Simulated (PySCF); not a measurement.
sodium chloride (ClNa), singlet, at a GFN2-xTB geometry (such geometries of metal compounds can be far from the true shape); DF-B3LYP/def2-SVP in PySCF.

The PySCF input:
```python
from pyscf import gto, scf, dft

mol = gto.M(
    atom='''
Na   -0.000000   -0.000000   -1.363281
Cl    0.000000    0.000000    0.882123
''',
    basis='def2-svp',
    charge=0,
    spin=0,
    verbose=4,
)

mf = dft.RKS(mol)
mf.xc = 'b3lyp'
mf = mf.density_fit(auxbasis='def2-universal-jkfit')
mf.kernel()
```

What the program printed (banner, timings and long lists left out):

```
PySCF version 2.14.0

[INPUT] verbose = 4
[INPUT] num. atoms = 2
[INPUT] num. electrons = 28
[INPUT] charge = 0
[INPUT] spin (= nelec alpha-beta = 2S) = 0
[INPUT] symmetry False subgroup None
[INPUT] Mole.unit = angstrom
[INPUT] Symbol           X                Y                Z      unit          X                Y                Z       unit  Magmom
[INPUT]  1 Na     0.000000000000   0.000000000000  -1.363281000000 AA    0.000000000000   0.000000000000  -2.576227720823 Bohr   0.0
[INPUT]  2 Cl     0.000000000000   0.000000000000   0.882123000000 AA    0.000000000000   0.000000000000   1.666970878180 Bohr   0.0

nuclear repulsion = 44.0705273714842
number of shells = 15
number of NR pGTOs = 69
number of NR cGTOs = 33
basis = def2-svp
ecp = {}

******** <class 'pyscf.df.df_jk.DFRKS'> ********
method = DFRKS
initial guess = minao
damping factor = 0
level_shift factor = 0
DIIS = <class 'pyscf.scf.diis.CDIIS'>
diis_start_cycle = 1
diis_space = 8
diis_damp = 0
SCF conv_tol = 1e-09
SCF conv_tol_grad = None
SCF max_cycles = 50
direct_scf = False
XC library pyscf.dft.libxc version 7.1.2
    S. Lehtola, C. Steigemann, M. J. T. Oliveira, and M. A. L. Marques,  SoftwareX 7, 1–5 (2018)
XC functionals = b3lyp
    P. J. Stephens, F. J. Devlin, C. F. Chabalowski, and M. J. Frisch,  J. Phys. Chem. 98, 11623 (1994)
radial grids:
    Treutler-Ahlrichs [JCP 102, 346 (1995); DOI:10.1063/1.469408] (M4) radial grids

becke partition: Becke, JCP 88, 2547 (1988); DOI:10.1063/1.454033
pruning grids: <function nwchem_prune>
grids dens level: 3
symmetrized grids: False
atomic radii adjust function: <function treutler_atomic_radii_adjust>
small_rho_cutoff = 0
Set gradient conv threshold to 3.16228e-05
Initial guess from minao.
tot grids = 36984
******** <class 'pyscf.df.df.DF'> ********
auxbasis = def2-universal-jkfit
init E= -622.266579223631
  HOMO = -0.381971114277111  LUMO = -0.0829270312976542  gap/eV = 8.13740
cycle= 1 E= -622.331678700934  delta_E= -0.0651  |g|= 0.373  |ddm|= 0.871
  HOMO = -0.123857408132078  LUMO = -0.0621898300542945  gap/eV = 1.67806
cycle= 2 E= -622.26671266778  delta_E= 0.065  |g|= 0.581  |ddm|= 1.77
  HOMO = -0.22882889937841  LUMO = -0.0642301986989973  gap/eV = 4.47896
cycle= 3 E= -622.38028236955  delta_E= -0.114  |g|= 0.0228  |ddm|= 1.12
  HOMO = -0.220107608870079  LUMO = -0.0670124985376512  gap/eV = 4.16593
cycle= 4 E= -622.380543248974  delta_E= -0.000261  |g|= 0.00946  |ddm|= 0.0821
  HOMO = -0.220469670435011  LUMO = -0.0667246830573154  gap/eV = 4.18361
cycle= 5 E= -622.38056847744  delta_E= -2.52e-05  |g|= 0.00189  |ddm|= 0.0112
  HOMO = -0.221198028593011  LUMO = -0.0667046532382165  gap/eV = 4.20398
cycle= 6 E= -622.380569636697  delta_E= -1.16e-06  |g|= 5.36e-05  |ddm|= 0.00403
  HOMO = -0.221220119975841  LUMO = -0.0667037293901946  gap/eV = 4.20461
cycle= 7 E= -622.380569638208  delta_E= -1.51e-09  |g|= 3.17e-06  |ddm|= 0.000218
  HOMO = -0.221219874784293  LUMO = -0.0667023642879914  gap/eV = 4.20464
cycle= 8 E= -622.380569638229  delta_E= -2.09e-11  |g|= 6.96e-07  |ddm|= 2.75e-05
  HOMO = -0.22121940651343  LUMO = -0.0667022693306365  gap/eV = 4.20463
Extra cycle  E= -622.380569638229  delta_E= 2.27e-13  |g|= 7.77e-07  |ddm|= 2.65e-06
converged SCF energy = -622.380569638229
```
